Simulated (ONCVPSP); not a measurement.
Building the ONCV potential for rhodium (Rh) (PBE, scalar-relativistic).

Input for ONCVPSP 4.0.1:

```
# ATOM AND REFERENCE CONFIGURATION
# atsym  z   nc   nv     iexc    psfile
  Rh 45.00    6    5        4      upf
#
#   n    l    f
    1    0    2.00
    2    0    2.00
    2    1    6.00
    3    0    2.00
    3    1    6.00
    3    2   10.00
    4    0    2.00
    4    1    6.00
    4    2    8.00
    5    0    0.75
    5    1    0.25
#
# PSEUDOPOTENTIAL AND OPTIMIZATION
# lmax
    2
#
#   l,   rc,      ep,       ncon, nbas, qcut
    0    1.90    0.00    5    8    8.10
    1    1.85    0.00    3    7    6.00
    2    1.85    0.00    4    9    7.20
#
# LOCAL POTENTIAL
# lloc, lpopt,  rc(5),   dvloc0
    2    5    1.85    0.00
#
# VANDERBILT-KLEINMAN-BYLANDER PROJECTORs
# l, nproj, debl
    0    2    2.40
    1    2    3.50
    2    0    0.80
#
# MODEL CORE CHARGE
# icmod, fcfact, rcfact
    0    0.00    0.00
#
# LOG DERIVATIVE ANALYSIS
# epsh1, epsh2, depsh
   -5.00    5.00    0.04
#
# OUTPUT GRID
# rlmax, drl
    6.00    0.01
#
# TEST CONFIGURATIONS
# ncnf
    4
# nvcnf
#   n    l    f
    5
    4    0    2.00
    4    1    6.00
    4    2    8.00
    5    0    1.00
    5    1    0.00
#
    5
    4    0    2.00
    4    1    6.00
    4    2    8.00
    5    0    0.00
    5    1    0.00
#
    5
    4    0    2.00
    4    1    6.00
    4    2    7.00
    5    0    0.00
    5    1    0.00
#
    5
    4    0    2.00
    4    1    5.00
    4    2    8.00
    5    0    1.00
    5    1    0.00
#
```

Command:

```bash
oncvpsp.x < Rh.dat > Rh.out
```

Resulting log (shortened: citation, most of the input echo, consistency checks and plot data are left out):

```
ONCVPSP  (Optimized Norm-Conservinng Vanderbilt PSeudopotential)
scalar-relativistic version 4.0.1

#   n    l    f        energy (Ha)
    1    0    2.00    -8.4668186E+02
    2    0    2.00    -1.2276209E+02
    2    1    6.00    -1.1001913E+02
    3    0    2.00    -2.1951024E+01
    3    1    6.00    -1.7761691E+01
    3    2   10.00    -1.1064079E+01
    4    0    2.00    -3.0492952E+00
    4    1    6.00    -1.8707674E+00
    4    2    8.00    -2.3563259E-01
    5    0    0.75    -1.7028107E-01
    5    1    0.25    -4.0971674E-02

Reference configufation results
  iterations    30
  all-electron total energy (Ha)   -4.78408386D+03

Begin loop to  construct optimized pseudo wave functions
and semi-local pseudopoentials for all angular momenta

Calculating optimized projector #   1

 for l=   0

    Fraction of norm inside rc  0.986991
    Optimizing pswf for qcut=   8.10 a_B^-1,  ecut=  32.80 Ha
    Residual kinetic energy error=  3.35D-07 Ha

    Energy error per electron        Cutoff
         Ha          eV             Ha
         0.01000     0.27211       15.67
         0.00100     0.02721       21.39
         0.00010     0.00272       25.47
         0.00001     0.00027       28.59

Calculating optimized projector #   2

 for l=   0

    Fraction of norm inside rc  0.103301
    Optimizing pswf for qcut=   8.10 a_B^-1,  ecut=  32.80 Ha
    Residual kinetic energy error=  3.82D-07 Ha

    Energy error per electron        Cutoff
         Ha          eV             Ha
         0.01000     0.27211        9.82
         0.00100     0.02721       18.83
         0.00010     0.00272       24.23
         0.00001     0.00027       28.14

Calculating optimized projector #   1

 for l=   1

    Fraction of norm inside rc  0.956457
    Optimizing pswf for qcut=   5.99 a_B^-1,  ecut=  17.96 Ha
    Residual kinetic energy error=  3.47D-05 Ha

    Energy error per electron        Cutoff
         Ha          eV             Ha
         0.01000     0.27211       11.79
         0.00100     0.02721       14.57
         0.00010     0.00272       16.89
         0.00001     0.00027       33.47

Calculating optimized projector #   2

 for l=   1

    Fraction of norm inside rc  0.019763
    Optimizing pswf for qcut=   5.99 a_B^-1,  ecut=  17.96 Ha
    Residual kinetic energy error=  2.76D-06 Ha

    Energy error per electron        Cutoff
         Ha          eV             Ha
         0.01000     0.27211        7.17
         0.00100     0.02721       11.10
         0.00010     0.00272       14.22
         0.00001     0.00027       16.65

Calculating optimized projector #   1

 for l=   2

    Fraction of norm inside rc  0.715386
    Optimizing pswf for qcut=   7.19 a_B^-1,  ecut=  25.86 Ha
    Residual kinetic energy error=  2.71D-05 Ha

    Energy error per electron        Cutoff
         Ha          eV             Ha
         0.01000     0.27211       16.88
         0.00100     0.02721       20.91
         0.00010     0.00272       23.97
         0.00001     0.00027       43.56

Construct Vanderbilt / Kleinmman-Bylander projectors

B matrix Hermiticity error, ll=   0
   1   2    2.9905E-04

  Orthonormal projector coefficients  1.7125E+01  1.9496E+00

B matrix Hermiticity error, ll=   1
   1   2    9.6208E-05

  Orthonormal projector coefficients -3.0959E+00  1.2673E+00

Pseudoatom total energy -110.183783

Diagnostic tests using Vanderbilt-Kleinman-Bylander pseudopotentials
  1 or more projectors used as specified by nproj input data

   l    rcore       rmatch      e in        delta e   norm test  slope test

   0   1.9084845   1.9664302  -3.0492952   0.0000033   1.0000786   1.0000550
   0   1.9084845   1.9664302  -0.1702811   0.0000012   1.0000277   1.0000213

   1   1.8522463   1.9084845  -1.8707674  -0.0000197   1.0003585   1.0003477
   1   1.8522463   1.9084845  -0.0409717   0.0000019   1.0000493   1.0000262

   2   1.8522463   1.9084845  -0.2356326  -0.0000014   0.9999990   1.0000069

 Testing for bound ghosts
   n   l    E NL Schr. Eq   E Basis Diag.   E Cutoff

   1   0       -3.049292       -3.049290     72.93
   2   0       -0.170280       -0.141858     72.93

   2   1       -1.870787       -1.870762     65.46
   3   1       -0.040970        0.063314     65.46

 Testing for highly-localized positive-energy ghosts
       l    <radius>/rc     E Basis Diag.   E Cutoff

       0        0.913657       15.567792     72.93  WARNING - GHOST(+)

Test configuration 0

   n   l     f        eae           eps        diff
   1   0  2.0000 -846.68185811
   2   0  2.0000 -122.76209211
   2   1  6.0000 -110.01912816
   3   0  2.0000  -21.95102369
   3   1  6.0000  -17.76169140
   3   2 10.0000  -11.06407878
   4   0  2.0000   -3.04929518   -3.04929191    3.26D-06
   4   1  6.0000   -1.87076736   -1.87078704   -1.97D-05
   4   2  8.0000   -0.23563259   -0.23563400   -1.41D-06
   5   0  0.7500   -0.17028107   -0.17027985    1.22D-06
   5   1  0.2500   -0.04097167   -0.04096982    1.86D-06

    Total energies and differences
      AE_ref= -4.78408386D+03  AE_tst= -4.78408386D+03  dif=  0.00D+00
      PS_ref= -1.10183783D+02  PS_tst= -1.10183783D+02  dif= -4.26D-13
      PSP excitation error=  4.26D-13

Test configuration 1

   n   l     f        eae           eps        diff
   1   0  2.0000 -846.66443137
   2   0  2.0000 -122.74521940
   2   1  6.0000 -110.00223373
   3   0  2.0000  -21.93392133
   3   1  6.0000  -17.74459248
   3   2 10.0000  -11.04702921
   4   0  2.0000   -3.03163420   -3.03151361    1.21D-04
   4   1  6.0000   -1.85293593   -1.85287496    6.10D-05
   4   2  8.0000   -0.21830311   -0.21829475    8.37D-06
   5   0  1.0000   -0.15803561   -0.15803483    7.73D-07

    Total energies and differences
      AE_ref= -4.78408386D+03  AE_tst= -4.78411580D+03  dif= -3.19D-02
      PS_ref= -1.10183783D+02  PS_tst= -1.10215728D+02  dif= -3.19D-02
      PSP excitation error=  6.64D-06

Test configuration 2

   n   l     f        eae           eps        diff
   1   0  2.0000 -846.94630704
   2   0  2.0000 -123.02301999
   2   1  6.0000 -110.28026794
   3   0  2.0000  -22.21299883
   3   1  6.0000  -18.02365717
   3   2 10.0000  -11.32575682
   4   0  2.0000   -3.31425982   -3.31489650   -6.37D-04
   4   1  6.0000   -2.13680404   -2.13723574   -4.32D-04
   4   2  8.0000   -0.49917926   -0.49924008   -6.08D-05

    Total energies and differences
      AE_ref= -4.78408386D+03  AE_tst= -4.78384162D+03  dif=  2.42D-01
      PS_ref= -1.10183783D+02  PS_tst= -1.09941501D+02  dif=  2.42D-01
      PSP excitation error= -4.32D-05

Test configuration 3

psatom: WARNING lschvkbb convergence error n,l,iter=   3   1   4
ea(ii),et,emin,emax -4.506317E-02 -4.956949E-02 -4.956949E-02 -4.956949E-02
run_config: WARNING for fully non-local PS atom, stg. 1
 WARNING no output for configuration 4

Test configuration 4

   n   l     f        eae           eps        diff
   1   0  2.0000 -847.24365354
   2   0  2.0000 -123.28758092
   2   1  6.0000 -110.54820143
   3   0  2.0000  -22.46903023
   3   1  6.0000  -18.27977813
   3   2 10.0000  -11.58082405
   4   0  2.0000   -3.51807995   -3.52835076   -1.03D-02
   4   1  5.0000   -2.32823031   -2.33376052   -5.53D-03
   4   2  8.0000   -0.64633007   -0.64698268   -6.53D-04
   5   0  1.0000   -0.45090372   -0.45151938   -6.16D-04

    Total energies and differences
      AE_ref= -4.78408386D+03  AE_tst= -4.78203453D+03  dif=  2.05D+00
      PS_ref= -1.10183783D+02  PS_tst= -1.08130744D+02  dif=  2.05D+00
      PSP excitation error= -3.71D-03
```

The run took about 2.6 s on one core of a shared server CPU.
